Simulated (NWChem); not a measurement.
Program: NWChem. System: diphosphane (H4P2), charge 0, spin multiplicity 1, at a geometry optimised with B3LYP/def2-SVP. Level: MP2/def2-TZVP, 10 core orbitals frozen.

The NWChem input:

```
start mol
memory heap 200 mb stack 900 mb global 1100 mb
geometry units angstroms nocenter noautoz
  P      1.008557     0.521693     0.000000
  P     -1.008557    -0.521693     0.000000
  H      1.540850    -0.316327     1.031272
  H      1.540850    -0.316327    -1.031272
  H     -1.540850     0.316327     1.031272
  H     -1.540850     0.316327    -1.031272
  symmetry group C2h
end
basis spherical
  * library def2-tzvp
end
scf
  rhf
  nopen 0
  maxiter 100
  thresh 1e-7
  semidirect memsize 60000000 filesize 0
end
mp2
  freeze core 10
end
task mp2 energy
```

NWChem printed:

```
             Northwest Computational Chemistry Package (NWChem) 7.3.0
             --------------------------------------------------------

                                NWChem Input Module
                                -------------------

 Scaling coordinates for geometry "geometry" by  1.889725989
 (inverse scale =  0.529177249)

 Turning off AUTOSYM since
 SYMMETRY directive was detected!

                             Geometry "geometry" -> ""
                             -------------------------

 Output coordinates in angstroms (scale by  1.889725989 to convert to a.u.)

  No.       Tag          Charge          X              Y              Z
 ---- ---------------- ---------- -------------- -------------- --------------
    1 P                   15.0000     1.00855700     0.52169300     0.00000000
    2 P                   15.0000    -1.00855700    -0.52169300     0.00000000
    3 H                    1.0000     1.54085000    -0.31632700     1.03127200
    4 H                    1.0000     1.54085000    -0.31632700    -1.03127200
    5 H                    1.0000    -1.54085000     0.31632700     1.03127200
    6 H                    1.0000    -1.54085000     0.31632700    -1.03127200

 Effective nuclear repulsion energy (a.u.)      87.2530053904

            Nuclear Dipole moment (a.u.)
            ----------------------------
        X                 Y               Z
 ---------------- ---------------- ----------------
     0.0000000000     0.0000000000     0.0000000000

      Symmetry information
      --------------------

 Group name             C2h
 Group number             21
 Group order               4
 No. of unique centers     2

      Symmetry unique atoms

     1    3


 Summary of "ao basis" -> "" (spherical)
 ------------------------------------------------------------------------------
       Tag                 Description            Shells   Functions and Types
 ---------------- ------------------------------  ------  ---------------------
 *                         def2-tzvp                  on all atoms

 Summary of "ao basis" -> "ao basis" (spherical)
 ------------------------------------------------------------------------------
       Tag                 Description            Shells   Functions and Types
 ---------------- ------------------------------  ------  ---------------------
 P                         def2-tzvp                13       37   5s5p2d1f
 H                         def2-tzvp                 4        6   3s1p

                                 NWChem SCF Module
                                 -----------------

  ao basis        = "ao basis"
  functions       =    98
  atoms           =     6
  closed shells   =    17
  open shells     =     0
  charge          =   0.00
  wavefunction    = RHF
  use symmetry    = T
  symmetry adapt  = T

 Summary of "ao basis" -> "ao basis" (spherical)
 ------------------------------------------------------------------------------
       Tag                 Description            Shells   Functions and Types
 ---------------- ------------------------------  ------  ---------------------
 P                         def2-tzvp                13       37   5s5p2d1f
 H                         def2-tzvp                 4        6   3s1p

      Symmetry analysis of basis
      --------------------------

        ag         31
        au         18
        bg         18
        bu         31

 Forming initial guess at       0.1s

      Superposition of Atomic Density Guess
[...]
     5      1.093466  1 P  s                 42     -1.093466  2 P  s
    18     -1.056769  1 P  px                55     -1.056769  2 P  px
    19     -0.488017  1 P  py                56     -0.488017  2 P  py
    15     -0.241752  1 P  px                52     -0.241752  2 P  px

 Vector   19  Occ=0.000000D+00  E= 1.186405D-01  Symmetry=ag
              MO Center= -6.0D-14, -2.1D-14,  2.6D-14, r^2= 6.6D+00
   Bfn.  Coefficient  Atom+Function         Bfn.  Coefficient  Atom+Function
  ----- ------------  ---------------      ----- ------------  ---------------
     5      1.149627  1 P  s                 42      1.149627  2 P  s
    77     -0.904405  3 H  s                 83     -0.904405  4 H  s
    89     -0.904405  5 H  s                 95     -0.904405  6 H  s
    19     -0.750094  1 P  py                56      0.750094  2 P  py
    18      0.560238  1 P  px                55     -0.560238  2 P  px

 Vector   20  Occ=0.000000D+00  E= 1.327427D-01  Symmetry=bg
              MO Center= -1.9D-15,  9.6D-15, -1.4D-16, r^2= 5.7D+00
   Bfn.  Coefficient  Atom+Function         Bfn.  Coefficient  Atom+Function
  ----- ------------  ---------------      ----- ------------  ---------------
    20      1.127796  1 P  pz                57     -1.127796  2 P  pz
    77     -0.822290  3 H  s                 83      0.822290  4 H  s
    89      0.822290  5 H  s                 95     -0.822290  6 H  s

 center of mass
 --------------
 x =   0.00000000 y =   0.00000000 z =   0.00000000

 moments of inertia (a.u.)
 ------------------
          76.958643694678        -109.378926250804           0.000000000000
        -109.378926250804         274.510533792873           0.000000000000
           0.000000000000           0.000000000000         320.848186718289

  Mulliken analysis of the total density
  --------------------------------------

    Atom       Charge   Shell Charges
 -----------   ------   -------------------------------------------------------
    1 P   15    15.11   2.01  0.53  1.44  1.01  0.72  4.17  1.70  0.66  1.83  0.83  0.07  0.14  0.01
    2 P   15    15.11   2.01  0.53  1.44  1.01  0.72  4.17  1.70  0.66  1.83  0.83  0.07  0.14  0.01
    3 H    1     0.95   0.24  0.53  0.17  0.02
    4 H    1     0.95   0.24  0.53  0.17  0.02
    5 H    1     0.95   0.24  0.53  0.17  0.02
    6 H    1     0.95   0.24  0.53  0.17  0.02

       Multipole analysis of the density wrt the origin
       ------------------------------------------------

     L   x y z        total         open         nuclear
     -   - - -        -----         ----         -------
     0   0 0 0     -0.000000      0.000000     34.000000

     1   1 0 0      0.000000      0.000000      0.000000
     1   0 1 0      0.000000      0.000000      0.000000
     1   0 0 1      0.000000      0.000000      0.000000

     2   2 0 0    -21.485694      0.000000    142.887181
     2   1 1 0     -1.597491      0.000000     49.405903
     2   1 0 1      0.000000      0.000000      0.000000
     2   0 2 0    -24.726406      0.000000     30.586732
     2   0 1 1     -0.000000      0.000000      0.000000
     2   0 0 2    -20.605116      0.000000     15.191621

                   NWChem MP2 Semi-direct Energy/Gradient Module
                   ---------------------------------------------

  Basis functions       =     98
  Molecular orbitals    =     98
  Frozen core           =     10
  Frozen virtuals       =      0
  Active alpha occupied =      7
  Active beta occupied  =      7
  Active alpha virtual  =     81
  Active beta virtual   =     81
  Use MO symmetry       = T
  Use skeleton AO sym   = T

  AO/Fock/Back tols     =   1.0D-09  1.0D-09  1.0D-09

 GA uses MA = F    GA memory limited = T

 Available:
  local mem=  1.26D+08
 global mem=  1.44D+08
 local disk=  0.00D+00
  mp2_memr nvloc                    81
  nvloc new                    81
   1 passes of   7:        5242880                      47930                   9192828.
   1 passes of   7: M    126151693           G      144159992           F     120908813.

 Semi-direct pass number   1 of   1  for RHF alpha+beta  at        1.9s
  vrange nnbf                  4760
  mp2_eaftype                    35  avail_ma_in_mb                  1099
 EAF : mp2_eaftype filesize          35    4596414.
  mp2_eaf for mointskh                     35
Node 0 wrote     21.6 Mb in      0.0 s     Agg I/O rate:   783.9 Mb/s
 Done moints_semi at        5.5s
  mp2_eaftype                    35  avail_ma_in_mb                  1064
 EAF : mp2_eaftype filesize          35    4596414.
  mp2_eaf for kh                    35
 Done maket at        5.7s
 Done multipass loop at        5.7s

          -------------------------------------------
          SCF energy                -683.814976745984
          Correlation energy          -0.302881502749
          Singlet pairs               -0.215022993352
          Triplet pairs               -0.087858509398
          Total MP2 energy          -684.117858248733
          -------------------------------------------

          ---------------------------------------------------
                    Spin Component Scaled (SCS) MP2
          Same spin pairs                     -0.058572339598
          Same spin scaling factor             0.333333333333
          Opposite spin pairs                 -0.244309163151
          Opposite spin scaling fact.          1.200000000000
          SCS-MP2 correlation energy          -0.312695108981
          Total SCS-MP2 energy              -684.127671854965
          ---------------------------------------------------

 -----------------------
 Performance information
 -----------------------

 Timer overhead =  2.10D-07 seconds/call

               Nr. of calls         CPU time (s)                 Wall time (s)                GFlops
             ---------------    -------------------     ------------------------------   -------------------
Name         Min   Avg   Max    Min     Avg     Max     Min     Avg     Max   Mx/calls   Min     Max     Sum
mp2: moin     1     1     1    3.6     3.6     3.6      3.6     3.6     3.6     3.6      0.0     0.0     0.0
mp2: make     1     1     1   0.17    0.17    0.17     0.17    0.17    0.17    0.17      0.0     0.0     0.0
mp2: tota     1     1     1    3.8     3.8     3.8      3.8     3.8     3.8     3.8      0.0     0.0     0.0

 The average no. of pstat calls per process was 3.00D+00
 with a timing overhead of 6.31D-07s

 Task  times  cpu:        5.6s     wall:        5.6s

 Total times  cpu:        5.7s     wall:        5.7s
```
